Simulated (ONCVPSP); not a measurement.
What one change does to a pseudopotential (Ba, ONCV)

ONCVPSP 4.0.1 input, shortened (lines: element, Z, core and valence counts, functional; n l f; lmax; l rc ep ncon nbas qcut; lloc lpopt rc5 dvloc0; l nproj debl; icmod fcfact rcfact), PBEsol, scalar-relativistic:

```
  Ba 56.00   11    1  -116133      upf
    1    0    2.00
    2    0    2.00
    2    1    6.00
    3    0    2.00
    3    1    6.00
    3    2   10.00
    4    0    2.00
    4    1    6.00
    4    2   10.00
    5    0    2.00
    5    1    6.00
    6    0    2.00
    2
    0    4.00    0.00    4    8    1.40
    1    3.40    0.27    4    8    2.10
    2    3.60    0.17    4    8    2.50
    4    5    2.35    6.00
    0    1    3.90
    1    2    3.60
    2    1    2.90
    1    0.50    0.00
```

In the d channel the program set the typed energies aside and used -0.075 Ha.

All-electron outer shells of the reference configuration (PBEsol, scalar-relativistic, ld1.x):

```tsv
shell	level (eV)	outermost node (bohr)	outermost maximum (bohr)
6s	-3.25	1.97	4.16
```

Change: all radii but the core radius scaled by about 1.08 (s 4.32, p 3.66, d 3.88 bohr); local potential polynomial inside 2.54 bohr (lpopt 5, dvloc0 6 Ha). In the p channel the program set the typed energies aside and used 0.050, 3.650 Ha. In the d channel the program set the typed energies aside and used -0.075 Ha.

Cutoffs: the cutoffs (Ha) at which the residual kinetic energy of the hardest occupied pseudo-wave falls to 1 and 0.1 mHa per electron; they do not see the model core or the augmentation charge, which bear on the density cutoff. Errors are all-electron minus pseudo energies relative to the spin-unpolarised reference configuration.

Q: What does the change do?

A: The potential gets softer (1.1 Ha and 7.4 Ha → 1.1 Ha and 6.6 Ha); the lowest positive-energy flag moves from p at 124.8 eV to p at 39.3 eV; of the 4 tests that both files solve, the error grows in 3 and shrinks in 1 by more than 15 % and 0.3 meV (median size 13.7 → 5.6 meV); neither file shows a bound ghost. A larger radius leaves more room for a smooth pseudo-wave, so fewer plane waves are needed.

| quantity | base | changed |
| --- | --- | --- |
| cutoff, loose | 1.1 Ha | 1.1 Ha |
| cutoff, tight | 7.4 Ha | 6.6 Ha |
| bound ghosts | none | none |
| GHOST(+) flags under 300 eV | p at 124.8 eV | p at 39.3 eV, s at 128.6 eV |
| error for 6s1, meV [ΔE 5.38 eV] | -6.3 | -8.3 |
| error for 6s1.5, meV [ΔE 2.15 eV] | -0.8 | -1.1 |
| error for 6s1 6p1, meV [ΔE 2.05 eV] | +65 | -2.9 |
| error for 6s0 6p1, meV [ΔE 7.98 eV] | +21 | -60 |
| rms error of d²Exc/dni dnj with the model core, mHa | 0.09 | 0.28 |

Base: The cutoffs count occupied waves only; projector 2 of the p channel, the hardest unoccupied one, needs 15 Ha at the loose tolerance. Changed file: The cutoffs count occupied waves only; projector 2 of the p channel, the hardest unoccupied one, needs 18 Ha at the loose tolerance.
